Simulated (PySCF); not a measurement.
**Name the molecule from its bond curve**

A diatomic of charge 0 contains In. Its singlet curve at BLYP in a triple-zeta basis (scalar-relativistic core potentials, PySCF), in eV from the separated fragments:

```tsv
R (Å)	E (eV)
1.593	-2.293
1.667	-2.511
1.741	-2.643
1.796	-2.698
1.852	-2.724
1.908	-2.726
1.982	-2.699
2.074	-2.629
2.185	-2.509
2.333	-2.312
```

The fit gives ωe = 1368 cm⁻¹ and the rotational constant Bₑ = 4.755 cm⁻¹.

**Question.** Which atom is the partner?

**Answer.** The minimum lies at 1.884 Å, so the reduced mass is 16.8576 u Å² cm⁻¹/(Bₑ·Re²) = 0.9988 u. With In at 114.90 u the partner weighs about 1.0 u: H. The molecule is InH.

Spin–orbit coupling is left out.
